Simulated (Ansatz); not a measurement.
Cost and result for the atomization energy of AlH₈NSi₂ (`[AlH2][NH][SiH2][SiH3]`) (12 atoms, 11 bonds).

```json
{"atom": "Al1", "x (Å)": "-0.3829", "y (Å)": "2.5145", "z (Å)": "0.7180"}
{"atom": "N2", "x (Å)": "-0.8297", "y (Å)": "0.8523", "z (Å)": "0.2515"}
{"atom": "Si3", "x (Å)": "-0.0959", "y (Å)": "-0.1929", "z (Å)": "-0.9180"}
{"atom": "Si4", "x (Å)": "0.7042", "y (Å)": "-2.1699", "z (Å)": "0.0579"}
{"atom": "H5", "x (Å)": "0.8364", "y (Å)": "3.1889", "z (Å)": "-0.0271"}
{"atom": "H6", "x (Å)": "-1.2388", "y (Å)": "3.2067", "z (Å)": "1.8555"}
{"atom": "H7", "x (Å)": "-1.6117", "y (Å)": "0.4428", "z (Å)": "0.7474"}
{"atom": "H8", "x (Å)": "1.0339", "y (Å)": "0.5597", "z (Å)": "-1.5279"}
{"atom": "H9", "x (Å)": "-1.0434", "y (Å)": "-0.5622", "z (Å)": "-2.0117"}
{"atom": "H10", "x (Å)": "1.2607", "y (Å)": "-3.0954", "z (Å)": "-0.9677"}
{"atom": "H11", "x (Å)": "-0.4021", "y (Å)": "-2.8738", "z (Å)": "0.7671"}
{"atom": "H12", "x (Å)": "1.7692", "y (Å)": "-1.8707", "z (Å)": "1.0550"}
```

The species carries charge 0 and has multiplicity 1. The geometry is a stationary point of PBE0-D4/def2-TZVP. It is one conformer, not always the lowest. Program: Ansatz. All runs use 4 threads of an Arm Neoverse V1 on a shared host. Times are those of one run each, without the atoms' runs, and a repeat can differ threefold. Electronic energies, without spin–orbit coupling; frozen cores. CCSD(T)/CBS adds CCSD(T) − MP2 in def2-TZVPP to the MP2 limit, and its time is that of the two runs behind it. T1 = 0.013. B3LYP takes the VWN-RPA correlation (the form of Gaussian; ORCA's B3LYP/G).

CCSD(T)/CBS is a level of theory with its own doubt, some kJ/mol a heavy atom from the limit and from the frozen cores, so smaller differences don't rank the functionals.

```tsv
level	functions	wall time	atomization (kJ/mol)	difference from CCSD(T)/CBS	per bond
PBE-D4/def2-TZVPP (with forces)	269	2.8 s	3536.7	-48.6	-4.4
PBE0-D4/def2-TZVPP	269	3.5 s	3520.0	-65.3	-5.9
B3LYP-D4/def2-TZVPP (with forces)	269	5.5 s	3581.7	-3.6	-0.3
r2SCAN-D4/def2-TZVPP (with forces)	269	6 s	3564.8	-20.5	-1.9
B2PLYP/def2-TZVPP	269	6 s	3526.5	-58.8	-5.3
ωB97X-V/def2-TZVPP	269	9.5 s	3612.2	26.9	2.4
ωB97M-V/def2-TZVPP (with forces)	269	13 s	3582.8	-2.5	-0.2
MP2/def2-QZVPP	507	23 s	3525.2	-60.1	-5.5
CCSD(T)/def2-TZVPP	269	110 s	3484.4	-100.9	-9.2
CCSD(T)/CBS(def2)	–	2.2 min	3585.3	0.0	0.0
```

The D4 term adds +42.7 kJ/mol with B3LYP and +22.7 kJ/mol with PBE0; it sums over pairs of atoms, weighted by their polarisabilities, and B3LYP, whose exchange is more repulsive, gets the larger term. In def2-TZVPP, CCSD(T) changes the Hartree–Fock value by +823.6 kJ/mol (the triples alone add +34.4 kJ/mol) and MP2 by +803.4 kJ/mol; breaking electron pairs costs correlation energy, which Hartree–Fock lacks. From PBE to PBE0 (25 % exact exchange), in def2-TZVPP and without D4, the atomization energy moves by −12.9 kJ/mol: exact exchange takes away binding that semilocal exchange gives to molecules.
